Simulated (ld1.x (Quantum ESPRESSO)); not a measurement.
# Reading a pseudo-wave (calcium)

Columns: radius, all-electron u(r) and pseudo u(r) of the 3s shell (level -53.99 eV) of calcium in the configuration [Ne] 3s2 3p6 3d0 4s1 4p0; PBE, scalar-relativistic, TM scheme, ld1.x (Quantum ESPRESSO) 7.5.

| r (bohr) | all-electron | pseudo |
| --- | --- | --- |
| 0.110 | -0.0575 | 0.1168 |
| 0.220 | -0.5159 | 0.2355 |
| 0.330 | -0.4114 | 0.3579 |
| 0.440 | -0.0395 | 0.4849 |
| 0.550 | 0.3589 | 0.6154 |
| 0.660 | 0.6774 | 0.7441 |
| 0.770 | 0.8897 | 0.8602 |
| 0.880 | 1.0025 | 0.9489 |
| 0.990 | 1.0361 | 0.9960 |
| 1.100 | 1.0134 | 0.9943 |
| 1.210 | 0.9542 | 0.9488 |
| 1.320 | 0.8743 | 0.8736 |
| 1.430 | 0.7849 | 0.7849 |
| 1.540 | 0.6937 | 0.6937 |
| 1.650 | 0.6056 | 0.6056 |
| 1.760 | 0.5236 | 0.5236 |
| 1.870 | 0.4492 | 0.4492 |
| 1.980 | 0.3829 | 0.3829 |
| 2.090 | 0.3246 | 0.3246 |
| 2.200 | 0.2740 | 0.2740 |
| 2.310 | 0.2305 | 0.2305 |
| 2.420 | 0.1932 | 0.1932 |
| 2.530 | 0.1615 | 0.1615 |
| 2.640 | 0.1346 | 0.1346 |
| 2.750 | 0.1120 | 0.1120 |
| 2.860 | 0.0931 | 0.0931 |

(1) How many radial nodes do the two functions have?

(2) At about which radius was the pseudo-wave matched?

(3) Where does each function peak?

(4) Is the pseudo-wave norm-conserving?

Results:

(1) The all-electron 3s function has n − l − 1 = 2 (the table is too coarse to show those close to the nucleus); the pseudo-wave has 0, since the states of the same l below it are removed with the core.

(2) 1.50 bohr, where the columns begin to agree (steps of 0.11 bohr).

(3) Outermost all-electron maximum near 0.99 bohr, pseudo maximum near 0.99 bohr (to the table’s step).

(4) Yes: the TM scheme keeps the norm inside the radius equal to the all-electron one, which fixes the energy derivative of the logarithmic derivative at the level.
